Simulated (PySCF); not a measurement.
Gas-phase reaction: 2 GaHCl2 + 2 Ga(CH3)3 = GaH2Cl + 3 Ga(CH3)2Cl

Method: PySCF energies plus ideal-gas RRHO corrections (1 bar). † marks an energy on the PBE0/def2-TZVP geometry and frequencies. All species are closed-shell singlets. B3LYP is the form with VWN-RPA correlation. Ga: all electrons, no relativistic terms. Methyl groups turn as free rotors in Ga(CH3)3, Ga(CH3)2Cl. GaHCl2, GaH2Cl, Ga(CH3)2Cl: computed as isolated molecules; such fragments, hydroxides, amides, oligomers or adducts are transient or little studied in the gas. The harmonic model lacks anharmonicity and excited electronic states, which grow with temperature; levels with a mode under 35 cm⁻¹ are left out.

ΔH° and ΔS° at 298 K: B3LYP/def2-TZVP† -64 kJ, 17 J/K; HF/def2-TZVP† -64 kJ, 17 J/K; M06-2X/def2-TZVP† -61 kJ, 17 J/K.

### Question
With the heat capacities included, give log10 K (1 bar) at 500, 800, 1000, 1600, 2500 K from B3LYP/def2-TZVP†, HF/def2-TZVP†, M06-2X/def2-TZVP†.

### Answer
| T (K) | B3LYP/def2-TZVP† | HF/def2-TZVP† | M06-2X/def2-TZVP† |
|---|---|---|---|
| 500 | 7.6 | 7.5 | 7.2 |
| 800 | 5.0 | 5.0 | 4.8 |
| 1000 | 4.2 | 4.1 | 4.0 |
| 1600 | 2.9 | 2.9 | 2.8 |
| 2500 | 2.1 | 2.1 | 2.0 |
